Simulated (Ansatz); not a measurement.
Ansatz (a quantum-chemistry and plane-wave program) input (MP2/6-31G*):

Ansatz 0.2 input:
```yaml
crystal:
  periodic: [false, false, false]
  atoms:
    - {symbol: Si, position_ang: [-0.00000000, -0.00000000, -1.03359800]}
    - {symbol: S, position_ang: [0.00000000, 0.00000000, 0.90439800]}
basis:
  gaussian:
    orbitals: 6-31G*
total_charge: 1
magnetization: {spin_polarized: true, initial_magnetization: 1}
correlation: {method: mp2, electrons: outside_noble_gas}
```

Output:

```
Functional definition: HF
integrals: 0.00 GiB planned
333 factors; integrals over basis functions are off by at most 7.1e-4 eV
mean field: 0.08 GiB planned
mean field evaluation 1: about -18665.0576 eV, gradient 2.2e1 eV
mean field evaluation 2: about -18665.1045 eV, gradient 2.2e1 eV
mean field evaluation 4: about -18669.1150 eV, gradient 2.1e0 eV
mean field evaluation 8: about -18669.1993 eV, gradient 2.4e-1 eV
mean field evaluation 16: about -18669.2023 eV, gradient 1.5e-6 eV
mean field evaluation 32: about -18669.7184 eV, gradient 2.4e-6 eV
mean field evaluation 64: about -18669.7118 eV, gradient 2.6e-4 eV
mean field evaluation 96: about -18669.4535 eV, gradient 1.7e0 eV
mean field evaluation 128: about -18669.7132 eV, gradient 2.1e-1 eV
mean field evaluation 160: about -18665.6298 eV, gradient 5.0e-1 eV
mean field evaluation 192: about -18669.1995 eV, gradient 2.1e-1 eV
mean field -18669.71843847 eV, -686.0994978239 hartree, gradient 3.3e-6 eV, S^2 0.838153; 13 other end points of the search recorded, 0 dependent functions left out
10 core orbitals not correlated
reference -18669.71843847 eV, -686.0994978239 hartree; 5, 4 occupied and 23, 24 virtual orbitals, 333 factors
second order -4.11855661 eV of doubles, -0.00000000 eV of singles
Total energy: -18673.83699507 eV, -686.2508519876 hartree
```

The dipole moment of an ion depends on the origin.

The geometry given is a B3LYP-D3(BJ)/def2-TZVP minimum of the species of charge 0 and multiplicity 1, not of this state.
